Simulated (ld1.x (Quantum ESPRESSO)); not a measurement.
## Configuration tests for tin (Sn) (PAW)

```
Element                 : Sn
Generator               : ld1.x (Quantum ESPRESSO) 7.5
Type                    : PAW
Functional              : PBE
Relativity              : fully relativistic
Frozen core             : [Ar] 3d10
Valence charge          : 22
Reference configuration : 4s2 4p6 4d10 5s2 5p2
Partial waves           : 4s (bound): rcut 1.10, rcutus 1.25 bohr; 5s (bound): rcut 1.10, rcutus 1.25 bohr; 4p (bound): rcut 1.15, rcutus 1.30 bohr; 5p (bound): rcut 1.15, rcutus 1.30 bohr; 4d (bound): rcut 1.15, rcutus 1.40 bohr; 4d channel at -1.35 Ry: rcut 1.15, rcutus 1.40 bohr; 4f channel at 0.2 Ry: rcut 0.95, rcutus 1.15 bohr
Local potential         : all-electron potential smoothed inside 0.90 bohr (lloc = -2)
Core correction         : a·sin(br)/r model core inside 1.20 bohr
Augmentation charge     : BESSEL, radius 0.95 bohr
```

Open shells are filled in proportion to 2j + 1 (rel_dist='average').

Energies are relative to the spin-unpolarised reference configuration 4s2 4p6 4d10 5s2 5p2; without spin polarisation the order of configurations can differ from experiment.

```tsv
valence configuration	charge	ΔE all-electron (eV)	error AE − PS (meV)
4s2 4p6 4d10 5s2 5p1	+1	6.887	0.0
4s2 4p6 4d10 5s2 5p0	+2	20.858	+0.3
4s2 4p6 4d10 5s1 5p3	0	6.959	+0.4
4s2 4p6 4d10 5s2 5p2.3	-0.3	-0.853	-0.1
4s2 4p6 4d9 5s2 5p2	+1	32.675	+0.4
```

(1) What are ΔE and the potential's error for 4s2 4p6 4d10 5s2 5p1.5?

(2) What are ΔE and the potential's error for 4s2 4p6 4d10 5s1 5p0?

Levels in the configuration 4s2 4p6 4d10 5s2 5p1:

```csv
level,all-electron (eV),pseudo (eV)
4s j=1/2,-141.817,-141.817
4p j=1/2,-102.867,-102.867
4p j=3/2,-95.299,-95.299
4d j=3/2,-34.416,-34.416
4d j=5/2,-33.372,-33.372
5s j=1/2,-17.804,-17.804
5p j=1/2,-10.648,-10.648
5p j=3/2,-10.078,-10.078
```

The ghost test of this file was not conclusive.

Results:

(1) ΔE = 2.622 eV all-electron; the error (AE − PS) is 0.0 meV.

(2) ΔE = 51.828 eV all-electron; the error (AE − PS) is +0.9 meV.
